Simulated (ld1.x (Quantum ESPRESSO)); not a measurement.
## Varying the TM potential for Si (Z = 14)

Base potential:

* Element: Si
* Generator: ld1.x (Quantum ESPRESSO) 7.5
* Type: norm-conserving Troullier–Martins (Kleinman–Bylander form)
* Functional: PBE
* Relativity: non-relativistic
* Frozen core: [Ne]
* Valence charge: 4
* Reference configuration: 3s2 3p0.5 (charge +1.5)
* Partial waves: 3s (bound): rc 1.55 bohr; 3d channel at 0.05 Ry: rc 1.70 bohr; 3p (bound): rc 1.80 bohr
* Local potential: the p channel
* Core correction: a·sin(br)/r model core, default radius (core density twice the valence density)

All-electron outer shells of the reference configuration (PBE, non-relativistic, ld1.x):

```csv
shell,level (eV),outermost node (bohr),outermost maximum (bohr)
3s,-23.60,0.72,1.73
3p,-15.96,0.71,1.96
```

Cutoffs, loose and tight: the cutoffs (Ry, on a coarse ladder) from which the occupation-weighted sum of valence levels, in a spherical-Bessel basis at the reference potential, stays within 10 and 1 mRy of its value at 400 Ry. They do not see the model core or the augmentation charge, which bear on the density cutoff. Test errors are all-electron minus pseudo excitation energies from the reference, over the configurations 3s2 3p2; 3s2 3p1; 3s2 3p0; 3s2 3p1.5; 3s1 3p0; 3s1 3p3; 3s1 3p2. A dash means not determined; rows that change the core or the reference have their own tests.

| change | outcome | cutoff, loose | cutoff, tight | bound ghosts | largest test error (meV) |
| --- | --- | --- | --- | --- | --- |
| base | generated | 15 Ry | 40 Ry | none | +35 |
| all radii but the core radius scaled by about 0.89 (s 1.38, p 1.60, d 1.52 bohr) | generated | 35 Ry | 80 Ry | none | +34 |
| all radii but the core radius scaled by about 1.13 (s 1.76, p 2.04, d 1.92 bohr) | generated | 15 Ry | 40 Ry | none | +36 |
| all radii but the core radius scaled by about 1.23 (s 1.90, p 2.22, d 2.08 bohr) | generated | 15 Ry | 35 Ry | none | +32 |
| all radii but the core radius scaled by about 1.38 (s 2.14, p 2.48, d 2.34 bohr) | generated | 12 Ry | 30 Ry | none | +15 |

(1) What comes out with this change to the base: all radii but the core radius scaled by about 0.79 (s 1.22, p 1.42, d 1.34 bohr)?

## Answers

(1) outcome: generated; cutoff, loose: 50 Ry; cutoff, tight: 140 Ry; bound ghosts: none; largest test error (meV): +36.

Reading the sweep of the scale of all radii but the core radius (base = 1) (base included, trends over the rows without a ghost): The loose cutoff falls from 50 Ry at 0.79 to 12 Ry at 1.38. A larger radius leaves more room for a smooth pseudo-wave, so fewer plane waves are needed; a smaller one forces it to follow the all-electron wave where it bends sharply. The median size of the test errors (rows with all tests solved) is not monotonic: lowest 2.4 meV at 1.23, highest 6.5 meV at 0.79.
